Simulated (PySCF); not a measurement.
# Static response to an electric field

C7H5F5O.
SMILES with atom numbers: `[F:1][C:2]([F:3])([F:4])[C:5]([F:6])([F:7])[CH:8]1[CH:9]=[CH:10][O:11][CH:12]=[CH:13]1` (hydrogens: H14 on C8; H15 on C9; H16 on C10; H17 on C12; H18 on C13)

Cartesian coordinates in Å at the PBE0-D3(BJ)/def2-SVP level; atoms count from 1:
```
atom  x, y, z in Å
F1    -3.2383   -0.6620    0.4455
C2    -1.9845   -0.2334    0.5271
F3    -1.9983    1.0938    0.5720
F4    -1.4609   -0.6921    1.6582
C5    -1.1831   -0.7308   -0.6923
F6    -1.3047   -2.0756   -0.7106
F7    -1.8104   -0.2451   -1.7851
C8     0.3032   -0.3676   -0.7704
C9     0.5515    1.1105   -0.8558
C10    1.3416    1.7481    0.0106
O11    2.0059    1.1568    1.0338
C12    1.8739   -0.1879    1.1459
C13    1.1171   -0.9465    0.3507
H14    0.5824   -0.8526   -1.7291
H15    0.0743    1.6856   -1.6503
H16    1.5418    2.8196   -0.0283
H17    2.4737   -0.5814    1.9681
H18    1.0905   -2.0228    0.5260
```

Level: wB97X-D/def2-SVPD (PySCF), static field, nuclei fixed, core orbitals frozen in the response. The polarisability tensor in these axes (au):

```
x   86.22  8.17 12.65
y    8.17 86.56  1.52
z   12.65  1.52 80.11
```

Question: What are the eigenvalues, a third of the trace, and Δα (Δα² = ½Σ(αi − αj)² over the three pairs)?

Answer: Principal values 69.18, 83.43 and 100.27 au; mean 84.30 au = 12.49 Å³ = 13.90 × 10⁻⁴⁰ C²·m²/J; Δα = 26.96 au (32 % of the mean).

Question: What is the dipole moment, and where does it point?

Answer: (2.19, 0.45, -0.26) D, 2.25 D in size, pointing from the negative to the positive side. Measured along this direction, the outermost atoms are F1 at the negative end and H17, H16 and O11 at the positive end.

Question: Orientational against electronic polarisability at 500 K (dilute gas, rigid molecules)?

Answer: In Gaussian units μ²/3kT = 24.41 Å³ against 12.49 Å³, a ratio of 1.95; the Debye molar polarisation (4π/3)N_A(α + μ²/3kT) is 93.1 cm³/mol, leaving out the vibrational part.

Question: Estimate the molar refractivity from the static electronic polarisability.

Answer: Lorentz–Lorenz: R = (4π/3)N_A α = 2.5225 cm³/(mol·Å³) × 12.49 Å³ = 31.5 cm³/mol, in the limit of long wavelengths.

Question: Rayleigh depolarisation ratio (linearly polarised light, static tensor)?

Answer: ρ = 3Δα²/(45ᾱ² + 4Δα²) = 2179.9/(319756 + 2906.5) = 0.00676.

Isolated species at its PBE0-D3(BJ)/def2-SVP geometry (one conformer only).
